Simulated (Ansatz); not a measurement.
Isolated molecules relaxed with PBE0-D4/def2-TZVP in Ansatz; ΔE leaves out vibrations. CCSD(T)/CBS adds triple-zeta CCSD(T) − MP2 to the extrapolated MP2 energy (def2 sets, frozen cores). This one scheme is used for every species. Functionals use def2-TZVPP. B3LYP here is the variant with VWN-RPA as its local correlation; programs differ in this. Elements past krypton have def2 core potentials. For Se, Sn outer-core shells are correlated without core-valence functions, which leaves a few kJ/mol of doubt a bond. Scalar relativity is left out up to krypton. Each species was taken in one conformer, which may not be the lowest.

Reaction (ligand exchange at the Sn–Cl bond): `C[O][Sn]([Cl])([Cl])[Cl]` + H₂Se → `C[O][Sn]([Cl])([Cl])[SeH]` + HCl

```json
{"level": "r2SCAN-D4", "ΔE (kJ/mol)": "-0.6", "difference from CCSD(T)/CBS": "4.1"}
{"level": "ωB97M-V", "ΔE (kJ/mol)": "0.4", "difference from CCSD(T)/CBS": "5.1"}
{"level": "B2PLYP", "ΔE (kJ/mol)": "-0.3", "difference from CCSD(T)/CBS": "4.4"}
{"level": "r2SCAN", "ΔE (kJ/mol)": "0.1", "difference from CCSD(T)/CBS": "4.8"}
{"level": "B3LYP", "ΔE (kJ/mol)": "1.1", "difference from CCSD(T)/CBS": "5.8"}
{"level": "SCS-MP2/def2-TZVPP", "ΔE (kJ/mol)": "-1.8", "difference from CCSD(T)/CBS": "2.9"}
{"level": "CCSD/def2-TZVPP", "ΔE (kJ/mol)": "-0.5", "difference from CCSD(T)/CBS": "4.2"}
{"level": "HF/def2-QZVPP", "ΔE (kJ/mol)": "12.0", "difference from CCSD(T)/CBS": "16.7"}
{"level": "MP2/def2-QZVPP", "ΔE (kJ/mol)": "-7.2", "difference from CCSD(T)/CBS": "-2.5"}
{"level": "HF/CBS(def2)", "ΔE (kJ/mol)": "12.2", "difference from CCSD(T)/CBS": "16.9"}
{"level": "CCSD(T)/CBS", "ΔE (kJ/mol)": "-4.7", "difference from CCSD(T)/CBS": "0"}
```

Largest T1 diagnostic among the species: 0.012.

The D4 term adds −4.0 kJ/mol with B3LYP and −2.3 kJ/mol with PBE0; it sums over pairs of atoms, weighted by their polarisabilities, and B3LYP, whose exchange is more repulsive, gets the larger term. In def2-TZVPP, CCSD(T) changes the Hartree–Fock value by −12.6 kJ/mol (the triples alone add −1.3 kJ/mol) and MP2 by −16.7 kJ/mol.

CCSD(T)/CBS has its own doubt, a few kJ/mol and more with outer-core shells, so smaller differences from it don't rank the levels.
